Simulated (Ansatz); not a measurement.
Consider the ligand exchange at a Ga–O bond: `C[O][Ga]([OH])[OH]` + HCl → `[OH][Ga]([OH])[Cl]` + CH₃OH.

Gas-phase electronic energies from Ansatz, PBE0-D4/def2-TZVP geometries. CCSD(T)/CBS adds triple-zeta CCSD(T) − MP2 to the extrapolated MP2 energy (def2 sets, frozen cores). This one scheme is used for every species. Functionals use def2-TZVPP. For Ga outer-core shells are correlated without core-valence functions, which leaves a few kJ/mol of doubt a bond. Scalar relativity is left out up to krypton. One conformer a species, not always the lowest.

```tsv
species	ωB97X-V energy (Eh)
`C[O][Ga]([OH])[OH]`	-2191.57288
HCl	-460.74877
`[OH][Ga]([OH])[Cl]`	-2536.61382
CH₃OH	-115.73250
```

(1) Work out ΔE.

Largest T1 diagnostic among the species: 0.014.

## Answers

(1) ΔE = (-2536.61382) + (-115.73250) − (-2191.57288) − (-460.74877) = -0.02467 Eh = -64.8 kJ/mol. CCSD(T)/CBS gives -61.8 kJ/mol.

From PBE to PBE0 (25 % exact exchange), in def2-TZVPP and without D4, ΔE moves by −4.3 kJ/mol. In def2-TZVPP, CCSD(T) changes the Hartree–Fock value by +16.9 kJ/mol (the triples alone add +1.5 kJ/mol) and MP2 by +16.2 kJ/mol.
